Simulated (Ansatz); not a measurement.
Frontier orbitals of C₆H₁₉N₃Sn, SMILES `C[N](C)[SnH]([N](C)C)[N](C)C`.

Charge 0, multiplicity 1. Correlated methods include outer-core shells of Sn, which these sets cover unevenly. Sn: def2 effective core potential. Geometry: relaxed with PBE0-D4/def2-TZVP. It is one conformer, not always the lowest. Basis def2-TZVPP, the Gaussian-basis code of Ansatz.

Orbital energies of one run (eV). Highest occupied ones, from the top: -4.40, -4.57, -5.09, -7.24, -7.65, -7.81, -8.55, -8.68, -8.73, -9.13, -9.15, -9.24, -9.68, -10.47. Empty: -0.52, -0.18, 0.29, 0.29, 1.13, 1.26.

**Question.** Which functional gave them?
A. r2SCAN0
B. revPBE
C. HSE06 (plane-wave form)
D. r2SCANh

**Answer.** B. HOMO energies: revPBE -4.40, r2SCANh -5.14, r2SCAN0 -5.87, HSE06 -5.31 eV.
